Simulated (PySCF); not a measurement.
Ranking problems on computed properties.

All species are isolated and taken at one optimised geometry, non-relativistic unless stated; the electronic structure was computed with PySCF and density fitting.

Dipoles, sizes and rotational constants follow the conformer. The torsions of the flexible species, by atom-mapped SMILES:
- `[CH3:1][C:2](=[O:3])[c:4]1[cH:5][n:6][n:7]([CH3:8])[n:9]1`: C1–C2–C4–C5 180°
- `[NH2:1][Si@@H:2]1[CH2:3][CH2:4][C@@H:5]1[F:6]`: H–N1–Si2–C3 40°, H–N1–Si2–C3 178°
- `[CH:1]#[C:2][CH2:3][C@@H:4]([CH3:5])[SiH3:6]`: C2–C3–C4–C5 64°
- `[O:1]=[CH:2][c:3]1[n:4][cH:5][cH:6][cH:7][p:8]1`: O1–C2–C3–N4 180°
- `[F:1][CH2:2][CH2:3]/[CH:4]=[N:5]/[SiH3:6]`: F1–C2–C3–C4 180°, C2–C3–C4–N5 1°
- `[F:1][C:2]([F:3])([Cl:4])[CH2:5]/[CH:6]=[CH:7]\[Cl:8]`: F1–C2–C5–C6 -63°, C2–C5–C6–C7 -117°

The conformers of `C[C@H]1C=CC[SiH2]1` aren't listed.

(1) Rank by HOMO energy, highest first (PBE0/def2-SVPD at GFN2-xTB geometries).
A. `N[Si@@H]1CC[C@@H]1F`
B. `O=Cc1pcccn1`
C. `CC(=O)c1cnn(C)n1`
D. `C#CC[C@@H](C)[SiH3]`
E. `c1(nsc(n1)F)C`

(2) Rank by smallest rotational constant, highest first (GFN2-xTB).
A. `O=Cc1ncccp1`
B. `FCC/C=N/[SiH3]`
C. `FC(F)(Cl)C/C=C\Cl`
D. `C#CC[C@@H](C)[SiH3]`
E. `[Si@H]1(N)[C@@H](F)CC1`
F. `Cc1nsc(F)n1`

(3) By how much do the two ends of that ranking differ?

(4) Rank by HOMO–LUMO gap, lowest first (PBE0/def2-SVPD at GFN2-xTB geometries).
A. `F[C@@H]1[C@H](C)CS1`
B. `c1(C)nsc(F)n1`
C. `C[C@H]1C=CC[SiH2]1`
D. `N[Si@@H]1CC[C@@H]1F`
E. `n1cccpc1C=O`

(5) Give the two extremes of that set in kcal/mol.

(6) Rank by dipole moment, lowest first (PBE0/def2-SVPD at GFN2-xTB geometries).
A. `C1[C@H]([C@H](S1)F)C`
B. `FCC/C=N/[SiH3]`
C. `CC(=O)c1cnn(C)n1`
D. `O=Cc1ncccp1`

(7) Rank by static isotropic polarisability, lowest first (PBE0/def2-SVPD at GFN2-xTB geometries).
A. `[SiH3]/N=C/CCF`
B. `Cc1nsc(F)n1`
C. `CC(=O)c1cnn(C)n1`
D. `C#CC[C@@H](C)[SiH3]`
E. `C(c1ncccp1)=O`

(8) By how much do the two ends of that ranking differ?

(9) Rank by electronic spatial extent ⟨r²⟩ about the centre of nuclear charge, highest first (PBE0/def2-SVPD at GFN2-xTB geometries).
A. `C#CC[C@@H](C)[SiH3]`
B. `CC1=NSC(F)=N1`
C. `C[C@@H]1CS[C@@H]1F`
D. `O=Cc1ncccp1`
E. `FC(F)(Cl)C/C=C\Cl`
F. `CC(=O)c1cnn(C)n1`

Results:

(1) A (-7.06 eV), B (-7.29 eV), C (-7.54 eV), D (-7.75 eV), E (-7.89 eV).

(2) E (1.841 GHz), F (1.383 GHz), D (1.242 GHz), A (1.093 GHz), B (0.935 GHz), C (0.733 GHz).

(3) By 1.108 GHz, between `N[Si@@H]1CC[C@@H]1F` and `FC(F)(Cl)C/C=C\Cl`.

(4) E (4.48 eV), B (6.62 eV), A (6.75 eV), D (7.22 eV), C (7.52 eV).

(5) `O=Cc1ncccp1`: 103 kcal/mol; `C[C@H]1C=CC[SiH2]1`: 174 kcal/mol.

(6) B (2.12 D), A (2.56 D), C (4.01 D), D (4.25 D).

(7) B (65.0 au), A (73.7 au), C (82.8 au), D (86.0 au), E (91.1 au).

(8) By 26.1 au, between `O=Cc1ncccp1` and `Cc1nsc(F)n1`.

(9) E (1505 bohr²), F (1263 bohr²), D (1009 bohr²), A (975 bohr²), B (804 bohr²), C (670 bohr²).
